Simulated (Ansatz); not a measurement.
Compare A (`C=C(C)[CH]1[O][AlH]1`) with its isomer B (`C#CO[CH2][AlH][CH3]`).

Computed with Ansatz on PBE0-D4/def2-TZVP structures; ΔE is electronic, products minus reactants. CCSD(T)/CBS adds triple-zeta CCSD(T) − MP2 to the extrapolated MP2 energy (def2 sets, frozen cores). DFT in def2-TZVPP. B3LYP here is the variant with VWN-RPA as its local correlation; programs differ in this. Each species was taken in one conformer, which may not be the lowest.

Q: Which is lower in electronic energy at CCSD(T)/CBS, and by how much? (Best estimate.)

A: The calculation gave: A, by 139.4 kJ/mol.

Q: Give E(B) − E(A) in kJ/mol with CCSD/def2-TZVPP, CCSD(T)/def2-TZVPP, r2SCAN-D4, B3LYP, PBE-D4, HF/def2-TZVPP, B3LYP-D4. (Estimate.)

A: Ansatz gave: CCSD/def2-TZVPP 135.9, CCSD(T)/def2-TZVPP 136.3, r2SCAN-D4 140.7, B3LYP 136.5, PBE-D4 142.5, HF/def2-TZVPP 117.6, B3LYP-D4 138.1. None reverses the order clearly.

Largest T1 diagnostic: 0.015.

In def2-TZVPP, CCSD(T) changes the Hartree–Fock value by +18.6 kJ/mol (the triples alone add +0.4 kJ/mol) and MP2 by +23.0 kJ/mol.
